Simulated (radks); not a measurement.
Neutral iodine, configuration [Kr] 4d10 5s2 5p4 6p1 (not the ground configuration). Calculated with a radial shooting solver on a logarithmic mesh with Libxc functionals: Dirac Kohn-Sham, PBEsol, spin-unpolarised, spherical densities, point nucleus; open shells fill j = l - 1/2 first.

Radial electron density D(r) = 4 pi r^2 rho(r):

```
   r/bohr * D(r) (the largest magnitude, 88.3, reaches the edge; | marks zero)
 0.001814 |  *
 0.002518 |     *
 0.003496 |        *
 0.004814 |              *
 0.006683 |                     *
 0.009277 |                              *
  0.01278 |                                      *
  0.01774 |                                          *
  0.02462 |                                         *
   0.0339 |                                     *
  0.04707 |                                       *
  0.06534 |                                                  *
  0.08998 |                                                      *
   0.1249 |                                            *
   0.1734 |                                       *
   0.2388 |                                              *
   0.3315 |                                 *
   0.4601 |               *
   0.6337 |                *
   0.8797 |             *
    1.221 |     *
    1.682 |  *
    2.334 | *
    3.241 |*
    4.463 *
    6.195 *
      8.6 *
    11.84 *
    16.44 *
    22.82 *
```

D(r) has 5 maxima, at r = 0.0192, 0.0844, 0.243, 0.698, 7.15 bohr, and minima at 0.0373, 0.160, 0.511, 5.45 bohr, inside which lie 2.02, 11.23, 28.98, 52.13 electrons.
